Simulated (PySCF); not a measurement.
Correlation energy of As²⁺ (arsenic, charge +2)

[Ar] 3d10 4s2 4p1, 2P determinant. Calculation: PySCF 2.14, in x2c-SVPall; the spin-free X2C one-electron Hamiltonian (Gaussian nucleus). Frozen: [Ar] 3d10; 3 electrons correlated.

MP2 pair energies summed by pair of shells (mhartree):

```csv
pair,energy,share (%)
4s-4s,-19.98,58.4
4s-4p,-14.21,41.6
```

Total MP2 correlation energy: -34.19 mhartree.

Same-spin part -2.14 and opposite-spin part -32.05 mhartree; SCS-MP2 scales them by 1/3 and 6/5 to -39.18 mhartree.

```tsv
level	correlation energy (mhartree)
CCSD	-49.63
(T)	-0.45
CCSD(T)	-50.08
```

Diagnostics: T1 = 0.0080, D1 = 0.0192, largest double amplitude 0.097.

Cost of the coupled-cluster step: 0.16 s of wall time on 1 thread of Neoverse-N1 (shared host), for 3 correlated electrons.

Iterations:

```
CC2 = 0
CCSD nocc = (np.int64(2), np.int64(1)), nmo = (18, 18)
frozen orbitals [[0, 1, 2, 3, 4, 5, 6, 7, 8, 9, 10, 11, 12, 13], [0, 1, 2, 3, 4, 5, 6, 7, 8, 9, 10, 11, 12, 13]]
max_cycle = 100
direct = 0
conv_tol = 1e-08
conv_tol_normt = 1e-06
diis_space = 8
diis_start_cycle = 0
Init t2, MP2 energy = -0.0341916184342824
Init E_corr(UCCSD) = -0.0341916184351855
cycle = 1  E_corr(UCCSD) = -0.0442984617072385  dE = -0.0101068433  norm(t1,t2) = 0.0458275
cycle = 2  E_corr(UCCSD) = -0.0476177079355471  dE = -0.00331924623  norm(t1,t2) = 0.0177419
cycle = 3  E_corr(UCCSD) = -0.0496356858460433  dE = -0.00201797791  norm(t1,t2) = 0.00742535
cycle = 4  E_corr(UCCSD) = -0.0496188269024217  dE = 1.68589436e-05  norm(t1,t2) = 0.000759258
cycle = 5  E_corr(UCCSD) = -0.0496277677994355  dE = -8.94089701e-06  norm(t1,t2) = 6.88112e-05
cycle = 6  E_corr(UCCSD) = -0.0496252903013853  dE = 2.47749805e-06  norm(t1,t2) = 1.02634e-05
cycle = 7  E_corr(UCCSD) = -0.0496262916654901  dE = -1.0013641e-06  norm(t1,t2) = 2.91808e-06
cycle = 8  E_corr(UCCSD) = -0.0496260824372609  dE = 2.09228229e-07  norm(t1,t2) = 6.52825e-07
cycle = 9  E_corr(UCCSD) = -0.0496260893291811  dE = -6.89192015e-09  norm(t1,t2) = 8.231e-08
UCCSD converged
E(UCCSD) = -2257.664191387612  E_corr = -0.04962608932918109
UCCSD(T) correction = -0.000450497223837134
```
